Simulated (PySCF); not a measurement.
SCF from a fresh guess for singlet OsN₂, at the PBE0 minimum. PySCF input:

```python
from pyscf import gto, scf, dft
mol = gto.M(atom='''
Os     0.000000     0.000000    -0.129440
N      1.311368    -0.000000     0.888515
N     -1.311368     0.000000     0.888515''',
    basis={'Os': 'def2-TZVP', 'N': 'def2-TZVP'},
    ecp={'Os': 'def2-TZVP'},
    charge=0, spin=0)
mf = dft.RKS(mol, xc='PBE0')
mf.grids.atom_grid = (50, 194)
aux = {'Os': 'def2-universal-JKFIT', 'N': 'def2-universal-JKFIT'}
mf = mf.density_fit(auxbasis=aux)
mf.conv_tol = 1e-08
mf.diis_space = 10
mf.max_cycle = 60
mf.init_guess = 'minao'
mf.verbose = 4
mf.kernel()
```

Excerpt of the output (cycles and frontier levels):

```
init E= -182.346923067108
  HOMO = -0.456224533285392  LUMO = -0.404692955375905  gap/eV = 1.40225
cycle= 1 E= -199.883976931936  delta_E= -17.5  |g|= 0.64  |ddm|= 8.75
  HOMO = -0.155419383859767  LUMO = -0.111997151508368  gap/eV = 1.18158
cycle= 2 E= -199.050335564235  delta_E= 0.834  |g|= 2.14  |ddm|= 2.56
  HOMO = -0.221496974968925  LUMO = -0.106532254484524  gap/eV = 3.12835
cycle= 3 E= -199.934226646199  delta_E= -0.884  |g|= 0.458  |ddm|= 1.83
  HOMO = -0.264484324864372  LUMO = -0.144773776266882  gap/eV = 3.25749
cycle= 4 E= -199.974518619157  delta_E= -0.0403  |g|= 0.0597  |ddm|= 0.35
  HOMO = -0.267311888871917  LUMO = -0.145918540689058  gap/eV = 3.30328
cycle= 5 E= -199.97568231458  delta_E= -0.00116  |g|= 0.0219  |ddm|= 0.164
  HOMO = -0.267033491696008  LUMO = -0.145367383506934  gap/eV = 3.31070
cycle= 6 E= -199.975813070825  delta_E= -0.000131  |g|= 0.0102  |ddm|= 0.0264
  HOMO = -0.268271374064554  LUMO = -0.146677989821518  gap/eV = 3.30872
cycle= 7 E= -199.975864831126  delta_E= -5.18e-05  |g|= 0.0031  |ddm|= 0.0281
  HOMO = -0.268769040531657  LUMO = -0.147149053769754  gap/eV = 3.30945
cycle= 8 E= -199.975871536059  delta_E= -6.7e-06  |g|= 0.000328  |ddm|= 0.0141
  HOMO = -0.268812183548859  LUMO = -0.147213281080008  gap/eV = 3.30887
cycle= 9 E= -199.975871690022  delta_E= -1.54e-07  |g|= 0.000102  |ddm|= 0.00208
  HOMO = -0.268796769527554  LUMO = -0.14720389249823  gap/eV = 3.30871
cycle= 10 E= -199.975871695181  delta_E= -5.16e-09  |g|= 1.63e-05  |ddm|= 0.00021
  HOMO = -0.268796234217349  LUMO = -0.147204483378696  gap/eV = 3.30868
Extra cycle  E= -199.975871694766  delta_E= 4.16e-10  |g|= 5.76e-05  |ddm|= 5.67e-05
converged SCF energy = -199.975871694766
```

No lower solution of this spin was found by a stability analysis within the restricted form, which does not test spin polarisation.

Spin–orbit coupling, left out here, can matter for elements this heavy.

The search for the lowest solution, with the stability check, took 5.1 s on 2 threads of a shared Arm Neoverse N1 host, with 102 basis functions; the process peaked at 0.32 GiB.
